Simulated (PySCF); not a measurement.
Ligands exchanged one at a time, Sn CH3-OCH3. All species are isolated molecules in the gas phase. One relaxed conformer stands for each flexible species; it need not be the lowest. Strings in code marks are SMILES.

The S1 excitation (TDA) from two functionals at the same geometries (r2SCAN-D4/def2-SVP), both in PySCF: PBE-D3(BJ)/def2-TZVP and r2SCAN-D4/def2-TZVP. Excitations are Tamm–Dancoff values on a coarser integration grid. The basis has no diffuse functions, so Rydberg states are missing or too high.

| species | r2SCAN-D4/def2-TZVP (eV) |
|---|---|
| 0 of 4 CH3 replaced by OCH3 (`[Sn]([CH3])([CH3])([CH3])[CH3]`) | 7.27 |
| 2 of 4 CH3 replaced by OCH3 (`C[O][Sn]([CH3])([CH3])[O]C` (C–O–Sn–O torsion 59°, O–Sn–O–C torsion 58°)) | 5.41 |
| 3 of 4 CH3 replaced by OCH3 (`C[O][Sn]([CH3])([O]C)[O]C`) | 4.81 |
| 4 of 4 CH3 replaced by OCH3 | 4.21 |

Task: What does PBE-D3(BJ)/def2-TZVP give for each?

Result: 
- 0 of 4 CH3 replaced by OCH3 (`[Sn]([CH3])([CH3])([CH3])[CH3]`): 6.43
- 2 of 4 CH3 replaced by OCH3 (`C[O][Sn]([CH3])([CH3])[O]C` (C–O–Sn–O torsion 59°, O–Sn–O–C torsion 58°)): 4.78
- 3 of 4 CH3 replaced by OCH3 (`C[O][Sn]([CH3])([O]C)[O]C`): 4.26
- 4 of 4 CH3 replaced by OCH3: 3.71
Over these rows, drawn at random from the members with no instability flagged (it was tested for open shells, ions and some series alone), PBE minus r2SCAN-D4: mean -0.63 eV, from -0.84 eV to -0.50 eV.
